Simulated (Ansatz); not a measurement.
An input meant for K₂I₂⁺, that is (KI)2 ring with one electron fewer (charge 1, doublet).

```yaml
crystal:
  periodic: [false, false, false]
  atoms:
    - {symbol: K, position_ang: [0.795259, 0.748913, -1.821114]}
    - {symbol: I, position_ang: [-1.380747, 2.067735, 0.247470]}
    - {symbol: K, position_ang: [-0.798883, -0.751056, 1.818610]}
    - {symbol: I, position_ang: [1.384370, -2.065602, -0.244966]}
basis:
  gaussian: {orbitals: STO-3G, final_grid: {core_spheres: 1, valence_spheres: 1, degree: 1}}
total_charge: 1
magnetization: {spin_polarized: true, initial_magnetization: 1}
hamiltonian: {xc: {name: PBE}}
```

```sh
$ ansatz run in.yaml --threads 4 --pin off --events-out ev --progress --plain --max-ram 3916MiB
```

Shortened log:

```
Functional definition: PBE
893 factors; integrals over basis functions are off by at most 1.1e-4 eV
mean field evaluation 1: about -405219.6913 eV, gradient 6.7e0 eV
mean field evaluation 2: about -405220.0480 eV, gradient 5.4e0 eV
mean field evaluation 4: about -405219.5560 eV, gradient 5.2e0 eV
mean field evaluation 8: about -405188.2469 eV, gradient 8.6e0 eV
mean field evaluation 16: about -405198.0239 eV, gradient 6.2e-2 eV
mean field evaluation 32: about -405198.0476 eV, gradient 1.5e-4 eV
mean field evaluation 64: about -405136.3534 eV, gradient 2.6e1 eV
mean field -405198.04755700 eV, -14890.7535946187 hartree, gradient 1.9e-6 eV, S^2 0.750000; 8 other end points of the search recorded, 0 dependent functions left out
reference -405198.04756416 eV, -14890.7535948818 hartree; 72, 71 occupied and 8, 9 virtual orbitals, 893 factors
Total energy: -405198.04756416 eV, -14890.7535948818 hartree
```

Question: What is wrong with this run?

Answer: The integration grid is far too coarse. The run converged. The result belongs to that input, not to the species as meant.
